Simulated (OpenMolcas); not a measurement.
**Co3+: ligand-field states by method**

Co3+ with 6 ligands (fluoride) in octahedral coordination (Oh) at 1.92 Å. A charge of +0.5 e stands 2.4 Å behind each ligand. Ligand basis ANO-RCC-VDZP.

```json
{
  "Program": "OpenMolcas 26.06",
  "Basis": "ANO-RCC-VDZP [5s4p2d1f]",
  "Scalar Hamiltonian": "DKH2, point nucleus",
  "Active space": "6 electrons in 5 orbitals (3d)",
  "State averaging": "2S+1 = 5 even, 5 roots; 2S+1 = 3 even, 45 roots; 2S+1 = 1 even, 50 roots",
  "Spin-orbit coupling": "state interaction with AMFI integrals over the reference wave functions"
}
```

I. CASSCF
II. SS-CASPT2, IPEA 0.25 Eh, imaginary shift 0.1 Eh (closed shells correlated: 3s 3p and the ligand valence shells)

Spin-free states (labels of O, the rotations of Oh) in cm-1, each column counted from its own energy of the first state listed:

| State | Degeneracy | I | II |
| --- | --- | --- | --- |
| 5T2 | 3 | 0 | 0 |
| 5E | 2 | 10037 | 13270 |
| 3T1 | 3 | 15898 | 8070 |
| 1A1 | 1 | 18471 | 5140 |
| 3T2 | 3 | 20252 | 11460 |
| 3T1 | 3 | 24617 | 19520 |
| 1T1 | 3 | 26513 | 15820 |
| 3T2 | 3 | 26974 | 19800 |
| 3E | 2 | 28912 | 23380 |
| 3T1 | 3 | 28971 | 22080 |
| 1T2 | 3 | 33772 | 23240 |
| 3T2 | 3 | 33924 | 26800 |
| 3A2 | 1 | 35014 | 29460 |
| 3E | 2 | 36207 | 33180 |
| 3T1 | 3 | 36250 | 34060 |
| 1E | 2 | 36925 | 27840 |
| 1A1 | 1 | 38335 | 27770 |
| 1T2 | 3 | 39573 | 29030 |
| 3A1 | 1 | 40272 | 37470 |
| 3T2 | 3 | 41436 | 35380 |

From I to II, I's first state of the same spin (5E) moves from 10037 to 13270 cm-1, by about +3200 cm-1.

From I to II, I's first state of another spin (3T1) moves from 15898 to 8070 cm-1, by about -7800 cm-1. In II another state of that kind comes below it.

I: A least-squares ligand-field fit to the states below 45000 cm-1, each weighted by its degeneracy and with a free common offset, gives 10Dq = 10436 cm-1, B = 1230 cm-1 and C = 4650 cm-1 (C/B = 3.78), with an rms deviation of 181 cm-1. The same method and metal basis give the free ion B = 1344 cm-1 (fit to its terms below 60000 cm-1, rms deviation 30 cm-1), so the nephelauxetic ratio is β = 1230 / 1344 = 0.92; it hangs on how both fits weigh the states, and computed free-ion B values tend to be too large, so β mixes covalency with correlation.

χT at 300 K: I 4.18, II 4.14 cm3 K/mol.

Roots that are degenerate in the reference are averaged as groups; the widest CASPT2 spread within a group is 880 cm-1 (the 2-fold group of multiplicity 1 near 76600 cm-1 above the lowest state of its run, II). Shifts and gaps below about the spread of the groups concerned are not significant. Over all roots computed the reference weight is 0.66 to 0.72 in II; the roots of lowest weight are the least certain, and an intruder state may touch them. An orbital triplet at a regular site is open to Jahn-Teller coupling, which can distort the site and quench the lowest spin-orbit gaps and is left out. Ligand-to-metal charge-transfer states are missing. With no ligand orbital active B as a rule stays too high, so bands that hang on it stand too high and its fall with covalency is understated. Without dynamic correlation the repulsion within the d shell is too large (B by tens of per cent), so at a given field states of lower spin stand too high (holds for I). CASSCF with metal d orbitals alone favours high spin, so a ground state of lower spin is not ruled out (holds for I). With metal d orbitals alone and no dynamic correlation the field as a rule comes out too small, by tens of per cent, by up to half for chloride and softer ligands, and with too little covalency χT stands high (holds for I). This shell can be high or low spin here, a state of another spin lies low, and with metal d orbitals alone active their balance is uncertain, so the ground spin may be wrong (holds for II). A single d shell leaves out the double-shell effect, which counts most for late 3d ions, where the CASPT2 field can be off either way by tens of per cent (holds for II). These CASPT2 states fit no ligand-field parameters well, so their order and spin gaps are uncertain (holds for II). With one d shell and no ligand orbital active, 10Dq can be off by a tenth or more (holds for II). No measured value stands beside these numbers; the geometry was imposed, not optimised, and the real ion may take another.
